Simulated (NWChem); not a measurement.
System: HfNHF$_{2}$; SMILES [NH]=[Hf]([F])[F]

def2 effective core potentials on Hf; no spin-orbit coupling.

**Question.** Give the equilibrium geometry at PBE0/def2-SVP with def2 effective core potentials on Hf (NWChem) as an XYZ file, with the point group.

**Answer.** point group Cs; any orientation.
```
5

Hf     0.0889     0.0346    -0.1823
N     -0.6497    -1.5700     0.2400
H     -1.0243    -2.4118     0.6632
F      1.9520     0.1000     0.3324
F     -0.9707     1.4937     0.5166
```
